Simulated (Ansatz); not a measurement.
Start from `[AlH2][O]C[SiH2][SiH3]` and change one atom or group to get `N=CC[SiH2][SiH3]`.

Ansatz, PBE0-D4/def2-TZVP geometries, multiplicity 1. Each molecule was computed in one conformer, which needn't be the lowest.

```csv
property,`[AlH2][O]C[SiH2][SiH3]`
HOMO energy (ωB97M-V/def2-TZVPP) / eV,-9.72
HOMO energy (PBE/def2-TZVPP) / eV,-6.28
size of the dipole moment (B3LYP/def2-TZVPP) / D,0.81
HOMO–LUMO gap (PBE0/def2-TZVPP) / eV,6.42
LUMO energy (ωB97M-V/def2-TZVPP) / eV,0.49
size of the dipole moment (PBE/def2-TZVPP) / D,0.79
```

(1) What does the change do to each property? (Best estimate.)

Answers

(1) Ansatz gave: 
| property | `N=CC[SiH2][SiH3]` | shift |
| --- | --- | --- |
| HOMO energy (ωB97M-V/def2-TZVPP) / eV | -10.01 | -0.29 |
| HOMO energy (PBE/def2-TZVPP) / eV | -6.10 | 0.18 |
| size of the dipole moment (B3LYP/def2-TZVPP) / D | 2.38 | 1.57 |
| HOMO–LUMO gap (PBE0/def2-TZVPP) / eV | 7.15 | 0.73 |
| LUMO energy (ωB97M-V/def2-TZVPP) / eV | 1.53 | 1.04 |
| size of the dipole moment (PBE/def2-TZVPP) / D | 2.28 | 1.49 |

With PBE0 the HOMO falls by 0.09 eV and the LUMO rises by 0.63 eV, so the gap widens by about 0.72 eV. PBE moves the HOMO by 0.18 eV and ωB97M-V by -0.29 eV. Dipoles are sizes alone; their direction can turn.

B3LYP here is the variant with VWN-RPA as its local correlation; programs differ in this.
